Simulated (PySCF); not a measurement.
Reproducing measurements on 2-bromopropane

**Measured values to compare with.**

NIST CCCBDB Release 22 (SRD 101), experimental dipoles lists, for the gas: dipole moment (dielectric constant and refractivity) 2.21 D.

The results are set against them at the end.

Compound: 2-bromopropane, C3H7Br.
Atom-mapped SMILES: `[CH3:1][CH:2]([CH3:3])[Br:4]` (hydrogens: H5, H6, H7 on C1; H8 on C2; H9, H10, H11 on C3)

Cartesian coordinates in Å at the PBE0-D3(BJ)/def2-SVP level; atoms count from 1:
```xyz
11
C3H7Br angstrom
C     -1.602   -0.332    0.004
C     -0.186    0.187    0.114
C      0.867   -0.899    0.086
Br     0.156    1.460   -1.351
H     -1.748   -0.883   -0.937
H     -2.336    0.484    0.045
H     -1.805   -1.022    0.840
H     -0.073    0.807    1.014
H      0.696   -1.597    0.923
H      1.879   -0.483    0.183
H      0.817   -1.471   -0.852
```

Runs made with PySCF (gas phase, on this PBE0-D3(BJ)/def2-SVP geometry; no spin–orbit coupling):

| level | job | basis functions | wall time |
| --- | --- | --- | --- |
| PBE0-D3(BJ)/def2-SVP, grid level 1 | geometry optimisation from a GFN2-xTB start shaken at random | 109 | 12 s |

Hardware: one thread, Intel Xeon 6975P-C (x86_64) (shared host).

**Comparison with experiment**

**Dipole moment.** Measured: 2.21 D (NIST CCCBDB Release 22 (SRD 101), experimental dipoles).

| level | computed (D) | computed − measured (D) | % (from the printed values) |
| --- | --- | --- | --- |
| PBE0-D3(BJ)/def2-SVP | 2.14 | -0.07 | -3 |

The computed dipoles belong to one fixed geometry; measured ones are averaged over vibrations unless marked μe. Magnitudes are compared, not signs.

No measured geometry was used, and the causes of the misses weren't examined.
